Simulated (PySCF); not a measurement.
Compound: C2H7FNSi2 (doublet state).
Structure used (GFN2-xTB), in Å, numbered top down from 1:
```
atom  x, y, z in Å
C1     3.3729   -0.0138    0.0566
N2     2.3920   -0.7475   -0.3577
Si3    0.7400   -0.6668   -0.4524
F4     0.3376   -1.9761   -1.3272
Si5   -1.0106    0.7964   -0.3161
C6    -2.6273   -0.1747   -0.0747
H7     3.2842    1.0270    0.3486
H8     4.3541   -0.4621    0.0942
H9    -1.1703    1.6796   -1.4893
H10   -0.7874    1.6668    0.8531
H11   -2.8387   -0.8061   -0.9335
H12   -2.5784   -0.8175    0.8004
H13   -3.4724    0.4951    0.0577
```

The hyperfine couplings belong to this conformer and change with its torsions.

As a line formula: `[Si](N=C)(F)[SiH2]C` [radical].

Computed with UKS B3LYP, pcH-1 on C F H N Si, non-relativistic, mean-field spin-orbit, GIAO in PySCF. Isolated species at its GFN2-xTB geometry (one conformer only). The geometry wasn't refined by DFT: couplings that depend on bond lengths, twists or pyramidal angles can differ widely from those at the functional's own minimum, by a factor of two or more for some ions and for spin on atoms past the first row. The SCF solution wasn't tested for stability.

(1) The isotropic 13C couplings are +37.5, +3.2 MHz. Assign them to C1; C6.

(2) Match the computed a_iso(29Si) values -223.9, -14.8 MHz with the sites Si3; Si5.

Answers

(1) 
```
site  a_iso (MHz)  ρ(0) (bohr⁻³)          position  distance from Si3 (Å)  spin population  largest |T| (MHz)
  C1        +37.5        +0.0334  2 bonds from Si3                   2.76            +0.39               64.4
  C6         +3.2        +0.0029  2 bonds from Si3                   3.42             0.00                0.6
```

(2) 
```csv
site,a_iso (MHz),ρ(0) (bohr⁻³),position,distance from Si3 (Å),spin population,largest |T| (MHz)
Si3,-223.9,+0.2530,largest spin population,0.00,+0.69,143.5
Si5,-14.8,+0.0167,1 bond from Si3,2.29,+0.03,4.7
```

ρ(0) is the spin density at the nucleus and T the dipolar tensor; a_iso includes a spin–orbit part; entries for several nuclei are means. The Mulliken spin populations are largest on Si3 (+0.69), C1 (+0.39) and N2 (-0.14). The positive populations add up to 1.18 and the negative ones to -0.18, together 2S = 1. The angles at Si3 add up to 357.1°, so it is nearly planar.

The spin density at the nucleus, in bohr⁻³, is negative for H8 (-0.0063), H7 (-0.0059) and N2 (-0.0051), for instance. A restricted open-shell determinant has no negative spin density anywhere; here it arises because α and β orbitals differ (spin polarisation).

Class means assume fast exchange of nuclei equivalent by connectivity; if that motion is slow, each nucleus keeps its own coupling. The 1H value of +32.9 MHz is a mean of couplings from -0.4 to 66.2 MHz in this one geometry, not an average over conformers.
